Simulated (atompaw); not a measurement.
## Before and after: PAW (atompaw) potential for H

* Element: H
* Generator: atompaw 4.2.0.5
* Type: PAW
* Functional: LDA (PW92)
* Relativity: non-relativistic
* Frozen core: none
* Valence charge: 1
* Reference configuration: 1s1
* Partial waves: 1s (bound): rc 1.75 bohr; 1s channel at 3.55 Ry: rc 1.75 bohr; 2p channel at 0.1 Ry: rc 1.20 bohr; 2p channel at 2.35 Ry: rc 1.75 bohr
* Local potential: bessel scheme, radius 1.45 bohr
* Core correction: none
* Augmentation charge: besselshape compensation charge, radius 1.55 bohr; PAW radius 1.75 bohr; waves and projectors: custom polynom vanderbiltortho

Change: all radii scaled by about 1.27 (s 2.22, p 1.52 bohr); local potential bessel scheme, radius 1.84 bohr; augmentation besselshape compensation charge, radius 1.96 bohr; PAW radius 2.22 bohr; waves and projectors: custom polynom vanderbiltortho.

Cutoffs: the cutoffs (Ry, on a coarse ladder) from which the occupation-weighted sum of valence levels, in a spherical-Bessel basis at the reference potential, stays within 10 and 1 mRy of its value at 400 Ry; they do not see the model core or the augmentation charge, which bear on the density cutoff.

Question: What does the change do?

Answer: Both files are very soft, the changed one slightly softer (loose and tight cutoff 8 and 12 Ry → 6 and 8 Ry on this coarse ladder); neither file shows a bound ghost.

| quantity | base | changed |
| --- | --- | --- |
| cutoff, loose | 8 Ry | 6 Ry |
| cutoff, tight | 12 Ry | 8 Ry |
| bound ghosts | none | none |
| lowest overlap eigenvalue by channel | s 0.95, p 0.96 | s 0.88, p 0.96 |

 The cutoffs see the waves, projectors and local potential, not the compensation charge or the core.
